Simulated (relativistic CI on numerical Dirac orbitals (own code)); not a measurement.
Radial Dirac CI calculation of Li II.

Command:

```sh
python run_levels.py task.json out
```

Input:

```
atom Li  Z=3  charge=1  electrons=2
nucleus A=7  rms_radius_fm=2.4440
hamiltonian dirac-coulomb  breit=on  qed=on  c_scale=1
orbitals kli  potential=per-configuration
slater_scale 1
correlation none
mixing on
grid step=0.0125 r_max=34.5
scf mixing=0.4 start=green max_iterations=150 tolerance=2e-08 node_fill=0.05
configurations
  1s2
  1s 2s
end
```

Output:

```
SCF 1: 1s2
 iter      energy (Ha)   residual   last orbital (Ha)
    1        -7.160940   3.33e-01     -3.62961
    2        -7.212844   1.86e-01     -3.24926
    3        -7.237125   5.35e-03     -2.78630
    4        -7.237188   4.38e-03     -2.80298
    5        -7.237205   1.50e-04     -2.79228
    6        -7.237205   2.01e-05     -2.79259
    7        -7.237205   5.94e-07     -2.79263
    8        -7.237205   2.19e-07     -2.79263
    9        -7.237205   3.34e-10     -2.79264
SCF 2: 1s 2s
 iter      energy (Ha)   residual   last orbital (Ha)
    1        -5.081403   1.15e-01     -0.64728
    2        -5.086913   6.23e-02     -0.62205
    3        -5.089683   6.46e-03     -0.59106
    4        -5.090056   4.14e-04     -0.58962
    5        -5.090066   9.74e-05     -0.58938
    6        -5.090071   1.26e-06     -0.58940
    7        -5.090071   2.75e-07     -0.58940
    8        -5.090071   2.18e-09     -0.58940
orbital energies (Ha): 1s -2.7926
configuration averages (Ha): Dirac-Coulomb, Breit, QED
  1s2                             -7.237205    0.000258    0.000115
  1s 2s                           -5.090071    0.000009    0.000075
levels: no., configuration, term, J, E (cm-1), weight
   1 1s2                    1S   0                0.0  1.00
   2 1s 2s                  3S   1           467181.1  1.00
   3 1s 2s                  1S   0           483022.0  1.00
lowest total energy -7.236833 Ha
end: converged
```

With so few configurations and no correlation, terms lie too far apart (by 10 to 50 % or more near neutrality), their order can be wrong, and levels of other configurations are missing.
